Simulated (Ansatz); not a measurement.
Al2Ga: single points at one geometry.

```yaml
crystal:
  periodic: [false, false, false]
  atoms:
    - {symbol: Al, position_ang: [1.182177, -0.879177, 0.002364]}
    - {symbol: Al, position_ang: [-0.834283, 0.161435, 1.203106]}
    - {symbol: Ga, position_ang: [-0.347894, 0.717752, -1.205470]}
basis:
  gaussian: {orbitals: def2-SVP, initial_orbitals: start.molden}
magnetization: {spin_polarized: true, initial_magnetization: 1}
hamiltonian: {xc: pbe0, dispersion: d4}
scf: {omitted_lower_state_checks: [starts]}
output: {orbitals: {seedname: orbitals}}
```

The file start.molden holds the orbitals of an earlier run on this structure, at another level or in another basis.

```sh
$ ansatz run in.yaml --threads 2 --pin off --events-out ev --progress --plain --max-ram 4352MiB
```

It prints (some lines left out):

```
Functional definition: PBE0
635 factors; integrals over basis functions are off by at most 7.2e-4 eV
mean field evaluation 1: about -65545.9110 eV, gradient 2.0e0 eV
mean field evaluation 2: about -65545.9312 eV, gradient 2.5e-2 eV
mean field evaluation 4: about -65545.9552 eV, gradient 1.6e-4 eV
mean field evaluation 8: about -65545.9552 eV, gradient 1.2e-5 eV
mean field -65545.95518434 eV, -2408.7694243805 hartree, gradient 6.4e-6 eV, S^2 0.785841; 0 other end points of the search recorded, 0 dependent functions left out
reference -65545.95520524 eV, -2408.7694251485 hartree; 29, 28 occupied and 39, 40 virtual orbitals, 635 factors
Total energy: -65546.04691977 eV, -2408.7727955954 hartree
Checks for a lower state left out: starts
```

It took 3.7 s on 2 threads of Intel Xeon 6975P-C on a shared host.

The first input with `gaussian: {orbitals: def2-TZVP, initial_orbitals: start.molden}`, `hamiltonian: {xc: {text: "exchange = 0.65*pbe_x + 0.35*exact_x\ncorrelation = pbe_c"}}` (abridged; 26 s):

```
Functional definition: unnamed
mean field evaluation 16: about -65558.0923 eV, gradient 2.6e-1 eV
mean field evaluation 32: about -65558.0954 eV, gradient 8.5e-6 eV
mean field -65558.09544786 eV, -2409.2155708358 hartree, gradient 8.5e-6 eV, S^2 0.850390; 2 other end points of the search recorded, 0 dependent functions left out
Total energy: -65558.09546719 eV, -2409.2155715461 hartree
Checks for a lower state left out: starts
```

The first input with `gaussian: {orbitals: def2-TZVP, initial_orbitals: start.molden}`, `hamiltonian: {xc: pbe}`, `correlation: {method: rpa}` and without the key `output` (abridged; 4.2 s):

```
Functional definition: PBE
mean field -65555.41452921 eV, -2409.1170488924 hartree, gradient 2.3e-6 eV, S^2 0.765714
19 core orbitals not correlated: weight in the atoms' cores, before any rotation towards them, 1.000 or more for the frozen orbitals, at most 0.000 for the correlated occupied ones
Total energy: -65512.50242165 eV, -2407.5400580265 hartree
Checks for a lower state left out: starts
```

As the first input, with `gaussian: {orbitals: def2-TZVP, initial_orbitals: start.molden}`, `hamiltonian: {xc: {name: B97M-V}}` (abridged; 22 s):

```
Functional definition: B97M-V
mean field -65556.93174317 eV, -2409.1728054771 hartree, gradient 6.9e-6 eV, S^2 0.778944
Total energy: -65556.93178580 eV, -2409.1728070438 hartree
Checks for a lower state left out: starts
```

First input, but with `gaussian: {orbitals: def2-TZVP, initial_orbitals: start.molden}`, `output: {forces: true, orbitals: {seedname: orbitals}}` and without the key `scf` (abridged; 35 s):

```
Functional definition: PBE0
mean field evaluation 16: about -65557.2907 eV, gradient 9.0e-2 eV
mean field evaluation 32: about -65557.2909 eV, gradient 1.8e-5 eV
mean field evaluation 64: about -65557.1100 eV, gradient 6.1e-4 eV
mean field evaluation 96: about -65557.0192 eV, gradient 2.4e0 eV
mean field -65557.29092042 eV, -2409.1860049977 hartree, gradient 8.9e-6 eV, S^2 0.789676; 11 other end points of the search recorded, 0 dependent functions left out
Total energy: -65557.38265720 eV, -2409.1893762620 hartree
Atom 0 force    -0.169084     0.122393     0.008466 eV/Å
Atom 1 force     0.123335    -0.029056    -0.164236 eV/Å
Atom 2 force     0.045749    -0.093337     0.155770 eV/Å
Dipole moment:     0.012625    -0.025965     0.043531 e Å
```

First input, but with `gaussian: {orbitals: def2-TZVP, initial_orbitals: start.molden}`, `hamiltonian: {xc: hse06, dispersion: d4}` (abridged; 9.5 s):

```
Functional definition: HSE06
mean field -65556.98571931 eV, -2409.1747890639 hartree, gradient 7.2e-7 eV, S^2 0.787327
Total energy: -65557.07585478 eV, -2409.1781014813 hartree
Checks for a lower state left out: starts
```

The first input with `gaussian: {orbitals: def2-TZVPD, initial_orbitals: start.molden}` (abridged; 12 s):

```
Functional definition: PBE0
mean field -65557.30345224 eV, -2409.1864655335 hartree, gradient 7.7e-6 eV, S^2 0.789585
Total energy: -65557.39519111 eV, -2409.1898368749 hartree
Checks for a lower state left out: starts
```

Geometry: B3LYP-D4/def2-TZVP.

HSE06 is defined as in plane-wave codes, on full-range PBE exchange. Correlated methods freeze 19 core orbitals; core or outer-core shells of Ga are correlated, in sets that lack core-valence functions. The structure comes from a short search, and lower isomers may exist.
